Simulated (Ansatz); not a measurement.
Abridged output of a molecular run in Ansatz:

```
Functional definition: HF
648 factors; integrals over basis functions are off by at most 1.2e-3 eV
mean field evaluation 1: about -6468.5957 eV, gradient 3.2e1 eV
mean field evaluation 2: about -6468.6009 eV, gradient 3.2e1 eV
mean field evaluation 4: about -6470.9138 eV, gradient 3.4e0 eV
mean field evaluation 8: about -6470.9493 eV, gradient 3.3e-4 eV
mean field -6470.94930959 eV, -237.8030009603 hartree, gradient 2.6e-6 eV, S^2 0.000000; 0 other end points of the search recorded, 0 dependent functions left out
4 core orbitals not correlated: weight in the atoms' cores, before any rotation towards them, 1.000 or more for the frozen orbitals, at most 0.000 for the correlated occupied ones
reference -6470.94930959 eV, -237.8030009603 hartree; 11, 11 occupied and 51, 51 virtual orbitals, 648 factors
second order -15.74444945 eV of doubles, -0.00000000 eV of singles
cycle   1  -15.78426348 eV  change   -4.0e-2 eV  update   1.0e-1
cycle   2  -16.20930052 eV  change   -4.3e-1 eV  update   3.0e-2
cycle   3  -16.32874962 eV  change   -1.2e-1 eV  update   1.8e-2
cycle   4  -16.31661991 eV  change    1.2e-2 eV  update   4.8e-3
cycle   5  -16.31572143 eV  change    9.0e-4 eV  update   2.2e-3
cycle   6  -16.31652361 eV  change   -8.0e-4 eV  update   6.7e-4
cycle   7  -16.31621825 eV  change    3.1e-4 eV  update   2.5e-4
cycle   8  -16.31609413 eV  change    1.2e-4 eV  update   8.3e-5
cycle   9  -16.31613005 eV  change   -3.6e-5 eV  update   3.4e-5
cycle  10  -16.31613669 eV  change   -6.6e-6 eV  update   1.5e-5
perturbative correction -0.44924103 eV, -0.0165093034 hartree
Total energy: -6487.71468731 eV, -238.4191172277 hartree
```

Its atoms:

```xyz
6

F    -1.579    0.618    0.257
C    -0.542   -0.247    0.161
B     0.872    0.263    0.031
O     0.206   -0.083   -1.076
H    -0.885   -1.264    0.320
H     1.929    0.713    0.306
```

Q: Which basis set was used?
A. def2-SVPD
B. def2-TZVPPD
C. def2-TZVPP
D. def2-SVP

A: D. It gives 66 functions.

Q: Write the keys of the input that set method, charge and spin (a neutral closed shell needs none for the last two).

A: 
```yaml
correlation: {method: ccsd_t}
```
